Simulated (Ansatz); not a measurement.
Ideal-gas functions of `[SH][Sn]([SH])([SH])[SH]` at 500 K and 1 bar, from an Ansatz frequency run at PBE0-D4/def2-TZVP.

Molar mass 251.01 g/mol, point group C1 (symmetry number 1), electronic degeneracy 1, moments of inertia 480.921, 523.461, 526.277 u Å². Harmonic wavenumbers (cm⁻¹, unscaled): 63, 78, 104, 104, 107, 134, 140, 157, 203, 332, 362, 367, 372, 687, 691, 714, 732, 2704, 2708, 2708, 2709.

Use S(trans) = R[1.5 ln M + 2.5 ln T − 1.1517]; rotational temperatures θ = 24.2544 K / I; S(rot) = R[ln(√π/σ · √(T³/θAθBθC)) + 1.5]; for each mode x = 1.438777 ν̃/T, S = R[x/(eˣ − 1) − ln(1 − e⁻ˣ)] and H = RT x/(eˣ − 1); 1 cm⁻¹ = 0.0119627 kJ/mol; R = 8.31446 J/(mol·K).

Q: By hand: the entropy, in J/(mol·K).

A: Translation 188.5. Rotation: θ = 0.0504, 0.0463, 0.0461 K, giving 132.7. Vibration, mode by mode: 22.52, 20.75, 18.38, 18.38, 18.14, 16.29, 15.93, 14.99, 12.90, 9.00, 8.34, 8.24, 8.13, 3.88, 3.85, 3.65, 3.50, 0.03, 0.03, 0.03, 0.03, in all 207.0. Electronic 0.0. Sum 528.2 J/(mol·K).

Q: By hand: H − E and G − E in kJ/mol, counted from the electronic energy.

A: Zero-point energy ½ × 16176 × 0.0119627 = 96.8; thermal vibration 46.0; translation, rotation and pV give 4 RT = 16.6. H − E = 159.4 kJ/mol, and G − E = 159.4 − 500 × 528.2/1000 = -104.7 kJ/mol.

Vibration gives 39 % of the entropy, 130.4 J/(mol·K) of it from the modes under 150 cm⁻¹: soft modes count most, and the harmonic formula is weakest for them. The sum counts one conformer and one mirror image; others add a mixing term.
